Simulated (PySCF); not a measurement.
# How methods differ on the interval between two levels of Sc

Sc [Ar] 3d1 4s2 [2D5/2, M_J = 5/2] → Sc [Ar] 3d3 [4F9/2, M_J = 9/2], as a difference of total energies. Calculation: PySCF 2.14, in x2c-TZVPall-2c with one added diffuse shell each of s, p, d type (7s8p5d1f, 63 functions); the two-component X2C-1e Hamiltonian. Correlated levels: [Ne] frozen. "Screened" scales the spin-orbit matrix elements by Boettger's factors to mimic the two-electron term; Breit and QED terms are absent.

```
                    method  interval between two levels (cm⁻¹)
           GHF (spin-free)                              131520
          GMP2 (spin-free)                              143430
 GHF (screened spin-orbit)                              131530
GMP2 (screened spin-orbit)                              143460
```

The labels give the starting determinants; with spin-orbit coupling the two ends relaxed to ⟨J²⟩ = 8.81, ⟨L²⟩ = 6.06, ⟨S²⟩ = 0.75 and ⟨J²⟩ = 24.75, ⟨L²⟩ = 12.00, ⟨S²⟩ = 3.75.
